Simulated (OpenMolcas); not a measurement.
V2+: ligand-field states by method

V2+ with its 8 nearest fluoride ions at 2.277 Å, on the Ca site of CaF2 (a = 5.46294 Å, distance in the model lattice 2.366 Å). The rest of the host is ab initio model potentials to 7.6 Å and point charges beyond; the distance is set by hand and nothing relaxes. Ligand basis ANO-RCC-VDZP.

```
Program             : OpenMolcas
Basis               : ANO-RCC-VDZP [5s4p2d1f]
Scalar Hamiltonian  : DKH2, point nucleus
Active space        : 3 electrons in 5 orbitals (3d)
State averaging     : 2S+1 = 4 even, 10 roots; 2S+1 = 2 even, 40 roots
Spin-orbit coupling : RASSI with atomic mean-field integrals over the reference wave functions
```

I. CASSCF
II. SS-CASPT2, IPEA 0.25 Eh, imaginary shift 0.1 Eh (closed shells correlated: 3s 3p and the ligand valence shells)

Spin-free states (labels of O, the rotations of Oh) in cm-1, each column counted from its own energy of the first state listed:

| State | Degeneracy | I | II |
| --- | --- | --- | --- |
| 4T1 | 3 | 0 | 0 |
| 4T2 | 3 | 5062 | 5120 |
| 2E | 2 | 10973 | 8840 |
| 4A2 | 1 | 11203 | 12720 |
| 2T2 | 3 | 15405 | 12480 |
| 2T1 | 3 | 15690 | 13100 |
| 4T1 | 3 | 18544 | 15870 |
| 2T1 | 3 | 19888 | 16120 |
| 2A1 | 1 | 19902 | 17330 |
| 2T2 | 3 | 22209 | 19440 |
| 2T1 | 3 | 23419 | 21340 |
| 2E | 2 | 25278 | 22630 |
| 2T2 | 3 | 27671 | 24190 |
| 2T1 | 3 | 28167 | 26510 |
| 2E | 2 | 28351 | 26040 |
| 2T2 | 3 | 36546 | 30910 |
| 2T1 | 3 | 37744 | 32940 |
| 2A2 | 1 | 38591 | 33440 |
| 2T2 | 3 | 56981 | 48850 |
| 2E | 2 | 57472 | 49280 |

From I to II, I's first state of the same spin (4T2) moves from 5062 to 5120 cm-1, by about +59 cm-1.

From I to II, I's first state of another spin (2E) moves from 10973 to 8840 cm-1, by about -2100 cm-1.

I: A least-squares ligand-field fit to the states below 45000 cm-1, each weighted by its degeneracy and with a free common offset, gives 10Dq = -6287 cm-1 (negative for this site), B = 938 cm-1 and C = 3556 cm-1 (C/B = 3.79), with an rms deviation of 169 cm-1. The same method and metal basis give the free ion B = 954 cm-1 (fit to its terms below 60000 cm-1, rms deviation 86 cm-1), so the nephelauxetic ratio is β = 938 / 954 = 0.98; it hangs on how both fits weigh the states, and computed free-ion B values tend to be too large, so β mixes covalency with correlation.

χT at 300 K: I 1.64, II 1.64 cm3 K/mol.

Roots that are degenerate in the reference are averaged as groups; the widest CASPT2 spread within a group is 380 cm-1 (the 3-fold group of multiplicity 4 near 5120 cm-1 above the lowest state of its run, II). Shifts and gaps below about the spread of the groups concerned are not significant. Over all roots computed the reference weight is 0.70 in II; a low but even weight reflects the number of correlated electrons. An orbital triplet at a regular site is open to Jahn-Teller coupling, which can distort the site and quench the lowest spin-orbit gaps and is left out. Ligand-to-metal charge-transfer states are missing. With no ligand orbital active B as a rule stays too high, so bands that hang on it stand too high and its fall with covalency is understated. Without dynamic correlation the repulsion within the d shell is too large (B by tens of per cent), so at a given field states of lower spin stand too high (holds for I). With metal d orbitals alone and no dynamic correlation 10Dq can be off by a tenth to a fifth, either way, in oxide and fluoride hosts (holds for I). These CASPT2 states fit no ligand-field parameters well, so their order and spin gaps are uncertain (holds for II). With one d shell and no ligand orbital active, 10Dq can be off by tens of per cent for divalent 3d ions, low with halides held by bare charges and at times high in hosts (holds for II). Free-ion shares, where given, are those of the reference states; single-state CASPT2 does not remix them (holds for II). No measured value stands beside these numbers; the geometry was set by hand and not optimised.
